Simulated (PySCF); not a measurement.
## Core-level binding energies of (LiCl)2 ring

Species: (LiCl)2 ring, Li₂Cl₂.
Bonds: Li1–Cl2, Li1–Cl4, Cl2–Li3, Li3–Cl4.

Computed, not measured: PySCF 2.14.0, delta-SCF UKS SCAN, pcX-2 on the ionised atom, pcseg-1 elsewhere, spin-free X2C. Each binding energy is the total energy of the core-ionised species, with the hole localised on one atom, minus that of the ground state; both are solved self-consistently, so orbital relaxation is included.

List the computed XPS lines with their assignment.

```json
{"atom(s)": "Li1/Li3", "bonded to": "2 Cl", "level": "Li 1s", "binding energy (eV)": "63.69", "2p1/2 (eV)": "–", "count": "2"}
{"atom(s)": "Cl2/Cl4", "bonded to": "2 Li", "level": "Cl 2p3/2", "binding energy (eV)": "204.61", "2p1/2 (eV)": "206.26", "count": "2"}
{"atom(s)": "Cl2/Cl4", "bonded to": "2 Li", "level": "Cl 1s", "binding energy (eV)": "2827.21", "2p1/2 (eV)": "–", "count": "2"}
```

Which photon energy gives electrons from Li 1s of Li1/Li3 a kinetic energy of 150 eV, and what is their de Broglie wavelength?

hν = 63.69 + 150 = 213.69 eV, recoil neglected; λ = 12.264 Å/√(E/eV) = 1.00 Å.

The first atom of each set that the bonding makes equivalent was ionised and stands for the set. Spin–orbit coupling isn't in the SCF: each 2p doublet comes from a relaxed spin-free hole plus a matrix of the shell (mean-field spin–orbit coupling and the ground-state 2p splitting), with 2p3/2 averaged over its two sublevels. 2p1/2 minus 2p3/2 (ligand field included): Cl 1.65 eV. Geometry: PBE0-D3(BJ)/def2-SVP; no solvent, vibrations or thermal averaging.
